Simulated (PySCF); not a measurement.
**Radial density of Si (silicon, neutral)**

UHF, [Ne] 3s2 3p1 4s1, high-spin 3P determinant (an excited configuration). Computed with PySCF 2.14 in aug-cc-pV(5+d)Z (8s7p6d4f3g2h, 136 functions), with the non-relativistic Hamiltonian (point nucleus).

```csv
r (bohr),4πr²ρ (e/bohr),4πr²(ρα − ρβ)
0.00182,0.07024,0.0000
0.00307,0.1919,0.0000
0.00516,0.5121,0.0001
0.00868,1.313,0.0003
0.0146,3.149,0.0007
0.0246,6.751,0.0016
0.0413,12.01,0.0033
0.0695,15.76,0.0073
0.117,13.30,0.0204
0.197,9.593,0.0581
0.331,13.42,0.0931
0.556,11.90,0.0249
0.936,3.318,0.0470
1.57,1.631,0.4077
2.65,0.9883,0.3669
4.45,0.2383,0.1969
7.49,0.1662,0.1661
12.6,0.002818,0.0028
```

The outer electron is Rydberg-like, and this basis confines it to a smaller radius and binds it less than a complete one would.
